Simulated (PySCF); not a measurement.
# The 26-electron isoelectronic series, non-relativistic

All values are computed (PySCF 2.14, energy differences of UHF-based or UKS calculations, no spin-orbit coupling). Each ion has its own even-tempered basis scaled to its charge (17s11p8d4f3g for the first); frozen: [Ne]. Ionisation energies in eV.

```csv
ion,configuration,UHF,LDA,PBE,PBE0,r2SCAN,MP2 (outer shells),"NIST (with spin-orbit, Breit and QED)"
Sm³⁶⁺,[Ar] 3d8 (3F),2579.4,2580.2,2580.0,2580.5,2581.5,2580.8,2569 ± 5 (t)
Gd³⁸⁺,[Ar] 3d8 (3F),2839.3,2840.0,2839.9,2840.3,2841.4,2840.8,2827 ± 4 (t)
Dy⁴⁰⁺,[Ar] 3d8 (3F),3111.4,3112.0,3111.8,3112.3,3113.4,3112.8,3098 ± 4 (t)
Er⁴²⁺,[Ar] 3d8 (3F),3395.6,3396.0,3395.9,3396.4,3397.6,3397.0,3381 ± 4 (t)
Yb⁴⁴⁺,[Ar] 3d8 (3F),3691.9,3692.2,3692.1,3692.7,3693.9,3693.3,3677 ± 4 (t)
Hf⁴⁶⁺,[Ar] 3d8 (3F),4000.3,4000.5,4000.5,4001.0,4002.3,4001.7,3984 ± 4 (t)
W⁴⁸⁺,[Ar] 3d8 (3F),4320.9,4321.0,4320.9,4321.5,4322.8,4322.3,4309 ± 4 (s)
Os⁵⁰⁺,[Ar] 3d8 (3F),4653.6,4653.5,4653.5,4654.1,4655.5,4655.0,4635 ± 4 (t)
Pt⁵²⁺,[Ar] 3d8 (3F),4998.4,4998.3,4998.3,4998.9,5000.4,4999.8,4980 ± 4 (t)
Hg⁵⁴⁺,[Ar] 3d8 (3F),5355.3,5355.0,5355.1,5355.8,5357.3,5356.7,5335 ± 5 (t)
```

Each ion has its own basis, which adds noise of up to about 0.1 % along the series.

NIST values marked (s) are semi-empirical, (t) theoretical. Open shells are high-spin determinants of the terms that Hund's rules give; for the heavier ions, far from LS coupling, these are not the ground levels.

All relativistic terms are absent from the calculated values; where these lie close to NIST, scalar and spin-orbit shifts of opposite sign can cancel.
